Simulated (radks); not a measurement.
The numbers below are computed, except where a source is named.
Removal energies from the rhodium ion Rh9+, [Kr], by Delta-SCF beside the eigenvalue of the level emptied. Code: a radial shooting solver on a logarithmic mesh with Libxc functionals. Model: Dirac Kohn-Sham, relativistic LDA (MacDonald-Vosko exchange, VWN5 correlation), spin-unpolarised, spherical densities, finite nucleus; Fermi nuclear charge, rms radius of each element as measured or else 0.836 A^(1/3) + 0.57 fm. Sub-shells are occupied by j as written (lower j first in brackets).

removed from               final configuration  Delta-SCF (eV)  -eigenvalue (eV)
4p3/2         [Ar] 3d10 4s2 4p(1/2: 2, 3/2: 3)          207.71            196.47
4p1/2         [Ar] 3d10 4s2 4p(1/2: 1, 3/2: 4)          212.80            201.36
4s1/2                        [Ar] 3d10 4s1 4p6          244.59            232.69
3d5/2          [Ar] 3d(3/2: 4, 5/2: 5) 4s2 4p6          488.26            462.93
